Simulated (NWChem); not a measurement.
System: H2SeO; SMILES O[SeH]

The following NWChem deck was run.

```
start job
memory heap 200 mb stack 900 mb global 1100 mb
geometry units angstroms noautoz
  Se     0.045523    -0.359702    -0.016534
  H     -1.417164    -0.550445     0.107624
  O      0.031495     1.447332    -0.096500
  H      0.122298     1.754905     0.814254
end
basis spherical
  * library def2-svp
end
dft
  xc b3lyp
  iterations 150
  mulliken
end
task dft energy
```

NWChem printed, in part:

```
             Northwest Computational Chemistry Package (NWChem) 7.3.0
             --------------------------------------------------------

 C1  symmetry detected

                             Geometry "geometry" -> ""
                             -------------------------

 Output coordinates in angstroms (scale by  1.889725989 to convert to a.u.)

  No.       Tag          Charge          X              Y              Z
 ---- ---------------- ---------- -------------- -------------- --------------
    1 Se                  34.0000     0.03937523    -0.37173368    -0.00797346
    2 H                    1.0000    -1.42587562    -0.58184923     0.00397415
    3 O                    8.0000     0.00767435     1.43570128    -0.07229417
    4 H                    1.0000     0.02572283     1.73518402     0.84547678

 Effective nuclear repulsion energy (a.u.)     105.9211397432

                                 NWChem DFT Module
                                 -----------------

 Summary of "ao basis" -> "ao basis" (spherical)
 ------------------------------------------------------------------------------
       Tag                 Description            Shells   Functions and Types
 ---------------- ------------------------------  ------  ---------------------
 Se                         def2-svp                12       32   5s4p3d
 H                          def2-svp                 3        5   2s1p
 O                          def2-svp                 6       14   3s2p1d

            General Information
            -------------------
          SCF calculation type: DFT
          Wavefunction type:  closed shell.
          No. of atoms     :     4
          No. of electrons :    44
           Alpha electrons :    22
            Beta electrons :    22
          Charge           :     0
          Spin multiplicity:     1
          Use of symmetry is: off; symmetry adaption is: off
          Maximum number of iterations: 150
          AO basis - number of functions:    56
                     number of shells:    24
          Convergence on energy requested:  1.00D-06
          Convergence on density requested:  1.00D-05
          Convergence on gradient requested:  5.00D-04

              XC Information
              --------------
                         B3LYP Method XC Potential
                     Hartree-Fock (Exact) Exchange  0.200
                        Slater Exchange Functional  0.800 local
                    Becke 1988 Exchange Functional  0.720 non-local
              Lee-Yang-Parr Correlation Functional  0.810
                  VWN I RPA Correlation Functional  0.190 local

             Grid Information
             ----------------
          Grid used for XC integration:  medium
          Radial quadrature: Mura-Knowles
          Angular quadrature: Lebedev.
          Tag              B.-S. Rad. Rad. Pts. Rad. Cut. Ang. Pts.
          ---              ---------- --------- --------- ---------
          Se                  1.15      112           8.0       590
          H                   0.35       45           9.0       434
          O                   0.60       49           8.0       434
          Grid pruning is: on
          Number of quadrature shells:   251
          Spatial weights used:  Erf1

      Superposition of Atomic Density Guess
      -------------------------------------

 Sum of atomic energies:       -2475.20149712

      Non-variational initial energy
      ------------------------------

 Total energy =   -2475.502878
 1-e energy   =   -3658.114902
 2-e energy   =    1076.690884
 HOMO         =      -0.252770
 LUMO         =      -0.031649

     ---------------------------------------------
      Total Density - Mulliken Population Analysis
     ---------------------------------------------

    Atom       Charge   Shell Charges
 -----------   ------   -------------------------------------------------------
    1 Se  34    33.77   2.00  2.00  2.00  1.33  0.53  6.00  5.98  1.73  2.13  8.20  1.75  0.12
    2 H    1     0.87   0.60  0.25  0.02
    3 O    8     8.70   1.99  1.10  0.68  2.96  1.96  0.01
    4 H    1     0.66   0.54  0.07  0.06

   convergence    iter        energy       DeltaE   RMS-Dens  Diis-err
 ---------------- ----- ----------------- --------- --------- ---------
 d= 0,ls=0.0,diis     1  -2477.5818095148 -2.58D+03  1.64D-02  3.92D-01
 d= 0,ls=0.0,diis     2  -2477.5661434013  1.57D-02  9.84D-03  5.47D-01
 d= 0,ls=0.0,diis     3  -2477.6176325502 -5.15D-02  2.55D-03  7.95D-02
 d= 0,ls=0.0,diis     4  -2477.6251101361 -7.48D-03  4.25D-04  6.71D-04
 d= 0,ls=0.0,diis     5  -2477.6251805635 -7.04D-05  1.38D-04  4.72D-05
  Resetting Diis
 d= 0,ls=0.0,diis     6  -2477.6251871109 -6.55D-06  2.98D-05  2.69D-06
 d= 0,ls=0.0,diis     7  -2477.6251874397 -3.29D-07  7.04D-06  1.12D-07

         Total DFT energy =    -2477.625187439733
      One electron energy =    -3658.656024293731
           Coulomb energy =     1171.644098780200
    Exchange-Corr. energy =      -96.534401669359
 Nuclear repulsion energy =      105.921139743158

 Numeric. integr. density =       44.000016393499

                       DFT Final Molecular Orbital Analysis
                       ------------------------------------

 Vector   20  Occ=2.000000D+00  E=-3.733609D-01
              MO Center=  1.1D-01,  7.2D-01, -1.1D-01, r^2= 1.9D+00
   Bfn.  Coefficient  Atom+Function         Bfn.  Coefficient  Atom+Function
  ----- ------------  ---------------      ----- ------------  ---------------
    42      0.350931  3 O  py                13     -0.247223  1 Se py
    45      0.246580  3 O  py                41      0.237855  3 O  px
    43     -0.234763  3 O  pz                 4      0.187128  1 Se s
    16     -0.183222  1 Se py                12      0.170421  1 Se px
    44      0.170812  3 O  px                46     -0.168859  3 O  pz

 Vector   21  Occ=2.000000D+00  E=-3.012159D-01
              MO Center= -1.2D-01,  7.7D-01, -4.1D-02, r^2= 2.0D+00
   Bfn.  Coefficient  Atom+Function         Bfn.  Coefficient  Atom+Function
  ----- ------------  ---------------      ----- ------------  ---------------
    41      0.543258  3 O  px                44      0.416836  3 O  px
    33      0.254052  2 H  s                 12     -0.204963  1 Se px
     5     -0.198711  1 Se s                  4     -0.183734  1 Se s
    34      0.181373  2 H  s                  3      0.128751  1 Se s
     9      0.124016  1 Se px                15     -0.111352  1 Se px

 Vector   22  Occ=2.000000D+00  E=-2.352967D-01
              MO Center=  1.2D-02, -2.5D-01,  8.5D-04, r^2= 1.9D+00
   Bfn.  Coefficient  Atom+Function         Bfn.  Coefficient  Atom+Function
  ----- ------------  ---------------      ----- ------------  ---------------
    17      0.608444  1 Se pz                14      0.516318  1 Se pz
    11     -0.323055  1 Se pz                43     -0.181042  3 O  pz
    46     -0.126805  3 O  pz                52     -0.123970  4 H  s
    40      0.108075  3 O  s                  8      0.104704  1 Se pz
    42      0.062554  3 O  py                45      0.062713  3 O  py

 Vector   23  Occ=0.000000D+00  E=-3.954021D-02
              MO Center=  4.3D-02,  5.5D-02,  9.8D-02, r^2= 2.8D+00
   Bfn.  Coefficient  Atom+Function         Bfn.  Coefficient  Atom+Function
  ----- ------------  ---------------      ----- ------------  ---------------
    16      0.761832  1 Se py                40     -0.576764  3 O  s
    13      0.365800  1 Se py                45      0.336581  3 O  py
    53      0.328752  4 H  s                 42      0.316184  3 O  py
    10     -0.233785  1 Se py                15      0.195065  1 Se px
    34      0.193389  2 H  s                  4      0.180937  1 Se s

 Vector   24  Occ=0.000000D+00  E= 2.204156D-02
              MO Center= -8.6D-01, -4.5D-01,  4.9D-03, r^2= 3.0D+00
   Bfn.  Coefficient  Atom+Function         Bfn.  Coefficient  Atom+Function
  ----- ------------  ---------------      ----- ------------  ---------------
    34      1.339344  2 H  s                 15      0.967325  1 Se px
     5     -0.628669  1 Se s                  4     -0.420878  1 Se s
    12      0.323358  1 Se px                33      0.273911  2 H  s
     3      0.231234  1 Se s                  9     -0.206060  1 Se px
    40      0.169528  3 O  s                 45     -0.125142  3 O  py

 Vector   25  Occ=0.000000D+00  E= 8.038837D-02
              MO Center=  1.6D-02,  1.6D+00,  9.5D-01, r^2= 2.7D+00
   Bfn.  Coefficient  Atom+Function         Bfn.  Coefficient  Atom+Function
  ----- ------------  ---------------      ----- ------------  ---------------
    53      1.386126  4 H  s                 40     -0.584394  3 O  s
    16     -0.407303  1 Se py                46     -0.397130  3 O  pz
    45     -0.328527  3 O  py                 4     -0.324945  1 Se s
    43     -0.252523  3 O  pz                42     -0.242042  3 O  py
    52      0.168864  4 H  s                  3      0.135371  1 Se s

     ---------------------------------------------
      Total Density - Mulliken Population Analysis
     ---------------------------------------------

    Atom       Charge   Shell Charges
 -----------   ------   -------------------------------------------------------
    1 Se  34    33.80   2.00  2.00  1.99  1.46  0.43  6.00  5.97  1.91  1.93  8.17  1.77  0.18
    2 H    1     0.98   0.72  0.25  0.02
    3 O    8     8.41   1.99  1.09  0.71  2.82  1.78  0.01
    4 H    1     0.80   0.68  0.06  0.07

     -------------------------------------------
      Total Density - Lowdin Population Analysis
     -------------------------------------------

    Atom       Charge   Shell Charges
 -----------   ------   -------------------------------------------------------
    1 Se  34    33.77   2.00  2.00  1.96  1.11  0.65  5.99  5.79  1.99  2.10  7.83  2.04  0.32
    2 H    1     1.03   0.62  0.35  0.06
    3 O    8     8.26   1.97  0.92  0.65  2.68  2.02  0.02
    4 H    1     0.93   0.57  0.18  0.18

     Multipole analysis of the density
     ---------------------------------

     L   x y z        total         alpha         beta         nuclear
     -   - - -        -----         -----         ----         -------
     0   0 0 0     -0.000000    -22.000000    -22.000000     44.000000

     1   1 0 0     -0.209673     -0.104837     -0.104837     -0.000000
     1   0 1 0     -0.182686     -0.091343     -0.091343     -0.000000
     1   0 0 1      0.593820      0.296910      0.296910      0.000000

     2   2 0 0    -17.255539    -12.354118    -12.354118      7.452697
     2   1 1 0      0.548290     -0.555702     -0.555702      1.659694
     2   1 0 1      0.020080      0.008311      0.008311      0.003458
     2   0 2 0    -17.280051    -52.452769    -52.452769     87.625487
     2   0 1 1      2.281875     -0.171748     -0.171748      2.625371
     2   0 0 2    -18.514106    -10.611950    -10.611950      2.709795
```

Level: B3LYP/def2-SVP. The geometry was optimised at PBE0/def2-SVP.
